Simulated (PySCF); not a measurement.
PySCF 2.14 output of an unrestricted MN15 calculation on a single atom or ion in aug-cc-pVDZ-DK (5s4p2d, 27 functions), with scalar relativity by spin-free X2C-1e:

```
SCF conv_tol = 1e-09
number electrons alpha = 9  beta = 5
    H. S. Yu, X. He, S. L. Li, and D. G. Truhlar.,  Chem. Sci. 7, 5032-5051 (2016)
    H. S. Yu, X. He, S. L. Li, and D. G. Truhlar.,  Chem. Sci. 7, 5032-5051 (2016)
cycle= 1 E= -397.006394616011  delta_E= -0.00703  |g|= 0.0117  |ddm|= 1.06
cycle= 2 E= -397.009417659332  delta_E= -0.00302  |g|= 0.0174  |ddm|= 0.308
cycle= 3 E= -397.009190528023  delta_E= 0.000227  |g|= 0.0169  |ddm|= 0.0188
cycle= 4 E= -397.005650591523  delta_E= 0.00354  |g|= 0.00496  |ddm|= 0.578
cycle= 5 E= -397.005684547255  delta_E= -3.4e-05  |g|= 0.00371  |ddm|= 0.036
cycle= 6 E= -397.005667599831  delta_E= 1.69e-05  |g|= 0.000485  |ddm|= 0.0654
cycle= 7 E= -397.005666236406  delta_E= 1.36e-06  |g|= 8.53e-05  |ddm|= 0.00976
cycle= 8 E= -397.005666226945  delta_E= 9.46e-09  |g|= 4.34e-05  |ddm|= 0.00245
cycle= 9 E= -397.005666223896  delta_E= 3.05e-09  |g|= 6.17e-07  |ddm|= 0.000759
cycle= 10 E= -397.005666223897  delta_E= -5.12e-13  |g|= 1.7e-07  |ddm|= 4.66e-06
converged SCF energy = -397.005666223897  <S^2> = 6.000015  2S+1 = 5.000006
```

The run itself started from symmetry-adapted Hartree-Fock orbitals and held the occupation by maximum overlap, on a logarithmic radial grid, so the iterations belong to that start.

Task: Which element, charge and spin multiplicity is this?

Result: S²⁺ (sulfur, charge +2), multiplicity 5; the state was [Ne] 3s1 3p2 4s1, high-spin 5P determinant (an excited configuration).

The outer electron is Rydberg-like, and this basis confines it to a smaller radius and binds it less than a complete one would.
